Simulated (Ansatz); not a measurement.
Consider the silylene loss: `[SiH3][S][AlH][SH]` → `[SH][AlH][SH]` + `[SiH2]`.

Program: Ansatz. Geometries: PBE0-D4/def2-TZVP. ΔE: electronic, gas phase. CBS: MP2 limit from def2 TZ/QZ plus the TZ coupled-cluster correction, frozen cores. This one scheme is used for every species. Functionals use def2-TZVPP. B3LYP here is the variant with VWN-RPA as its local correlation; programs differ in this. HSE06 is defined as in plane-wave codes. Each species was taken in one conformer, which may not be the lowest.

`[SiH3][S][AlH][SH]`:

```xyz
9

Si    0.507    1.120    0.969
S     1.652    0.044   -0.476
Al    0.153   -1.234   -1.410
S    -1.912   -1.384   -0.728
H     1.460    1.989    1.700
H    -0.157    0.200    1.930
H    -0.537    1.953    0.320
H     0.587   -2.098   -2.650
H    -1.754   -0.590    0.345
```

`[SH][AlH][SH]`:

Z-matrix (Å, degrees):
```
Al
S 1 2.178
S 1 2.178 2 116.1
H 1 1.576 2 122.0 3 180.0
H 2 1.344 1 92.3 3 180.0
H 3 1.345 1 92.3 2 180.0
```

`[SiH2]`:

Z-matrix (Å, degrees):
```
Si
H 1 1.525
H 1 1.525 2 91.2
```

```json
{"level": "LDA (SPW92)", "ΔE (kJ/mol)": "324.7", "difference from CCSD(T)/CBS": "26.7"}
{"level": "PBE-D4", "ΔE (kJ/mol)": "301.5", "difference from CCSD(T)/CBS": "3.5"}
{"level": "revPBE-D4", "ΔE (kJ/mol)": "296.8", "difference from CCSD(T)/CBS": "-1.2"}
{"level": "BLYP-D4", "ΔE (kJ/mol)": "281.1", "difference from CCSD(T)/CBS": "-16.9"}
{"level": "r2SCAN-D4", "ΔE (kJ/mol)": "318.1", "difference from CCSD(T)/CBS": "20.1"}
{"level": "B97M-V", "ΔE (kJ/mol)": "292.2", "difference from CCSD(T)/CBS": "-5.8"}
{"level": "PBE0-D4", "ΔE (kJ/mol)": "310.6", "difference from CCSD(T)/CBS": "12.6"}
{"level": "B3LYP-D4", "ΔE (kJ/mol)": "291.8", "difference from CCSD(T)/CBS": "-6.2"}
{"level": "r2SCANh-D4", "ΔE (kJ/mol)": "319.0", "difference from CCSD(T)/CBS": "21.0"}
{"level": "r2SCAN0-D4", "ΔE (kJ/mol)": "320.5", "difference from CCSD(T)/CBS": "22.5"}
{"level": "BHLYP-D4", "ΔE (kJ/mol)": "303.7", "difference from CCSD(T)/CBS": "5.7"}
{"level": "CAM-B3LYP-D4", "ΔE (kJ/mol)": "296.0", "difference from CCSD(T)/CBS": "-2.0"}
{"level": "ωB97X-V", "ΔE (kJ/mol)": "305.3", "difference from CCSD(T)/CBS": "7.3"}
{"level": "ωB97M-V", "ΔE (kJ/mol)": "291.3", "difference from CCSD(T)/CBS": "-6.7"}
{"level": "B2PLYP", "ΔE (kJ/mol)": "289.0", "difference from CCSD(T)/CBS": "-9.0"}
{"level": "PBE-QIDH", "ΔE (kJ/mol)": "315.3", "difference from CCSD(T)/CBS": "17.3"}
{"level": "PBE", "ΔE (kJ/mol)": "290.4", "difference from CCSD(T)/CBS": "-7.6"}
{"level": "revPBE", "ΔE (kJ/mol)": "273.3", "difference from CCSD(T)/CBS": "-24.7"}
{"level": "BLYP", "ΔE (kJ/mol)": "258.6", "difference from CCSD(T)/CBS": "-39.4"}
{"level": "r2SCAN", "ΔE (kJ/mol)": "315.3", "difference from CCSD(T)/CBS": "17.3"}
{"level": "B3LYP", "ΔE (kJ/mol)": "273.9", "difference from CCSD(T)/CBS": "-24.1"}
{"level": "r2SCANh", "ΔE (kJ/mol)": "316.0", "difference from CCSD(T)/CBS": "18.0"}
{"level": "r2SCAN0", "ΔE (kJ/mol)": "317.1", "difference from CCSD(T)/CBS": "19.1"}
{"level": "HSE06", "ΔE (kJ/mol)": "301.1", "difference from CCSD(T)/CBS": "3.1"}
{"level": "BHLYP", "ΔE (kJ/mol)": "287.2", "difference from CCSD(T)/CBS": "-10.8"}
{"level": "CAM-B3LYP", "ΔE (kJ/mol)": "285.6", "difference from CCSD(T)/CBS": "-12.4"}
{"level": "LC-ωPBE", "ΔE (kJ/mol)": "310.6", "difference from CCSD(T)/CBS": "12.6"}
{"level": "RPA@PBE/def2-TZVPP", "ΔE (kJ/mol)": "266.6", "difference from CCSD(T)/CBS": "-31.4"}
{"level": "HF/def2-SVP", "ΔE (kJ/mol)": "268.4", "difference from CCSD(T)/CBS": "-29.6"}
{"level": "HF/def2-TZVPP", "ΔE (kJ/mol)": "273.3", "difference from CCSD(T)/CBS": "-24.7"}
{"level": "MP2/def2-TZVPP", "ΔE (kJ/mol)": "313.0", "difference from CCSD(T)/CBS": "15.0"}
{"level": "SCS-MP2/def2-TZVPP", "ΔE (kJ/mol)": "298.0", "difference from CCSD(T)/CBS": "0.0"}
{"level": "CCSD/def2-TZVPP", "ΔE (kJ/mol)": "281.9", "difference from CCSD(T)/CBS": "-16.1"}
{"level": "CCSD(T)/def2-TZVPP", "ΔE (kJ/mol)": "288.1", "difference from CCSD(T)/CBS": "-9.9"}
{"level": "HF/def2-QZVPP", "ΔE (kJ/mol)": "274.0", "difference from CCSD(T)/CBS": "-24.0"}
{"level": "MP2/def2-QZVPP", "ΔE (kJ/mol)": "318.9", "difference from CCSD(T)/CBS": "20.9"}
{"level": "SCS-MP2/def2-QZVPP", "ΔE (kJ/mol)": "304.1", "difference from CCSD(T)/CBS": "6.1"}
{"level": "HF/CBS(def2)", "ΔE (kJ/mol)": "274.1", "difference from CCSD(T)/CBS": "-23.9"}
{"level": "MP2/CBS(def2)", "ΔE (kJ/mol)": "322.8", "difference from CCSD(T)/CBS": "24.8"}
{"level": "CCSD/CBS(def2)", "ΔE (kJ/mol)": "291.8", "difference from CCSD(T)/CBS": "-6.2"}
{"level": "CCSD(T)/CBS", "ΔE (kJ/mol)": "298.0", "difference from CCSD(T)/CBS": "0"}
```

Largest T1 diagnostic among the species: 0.014.

The D4 term adds +17.9 kJ/mol with B3LYP and +9.7 kJ/mol with PBE0; it sums over pairs of atoms, weighted by their polarisabilities, and B3LYP, whose exchange is more repulsive, gets the larger term. In def2-TZVPP, CCSD(T) changes the Hartree–Fock value by +14.8 kJ/mol (the triples alone add +6.2 kJ/mol) and MP2 by +39.7 kJ/mol.
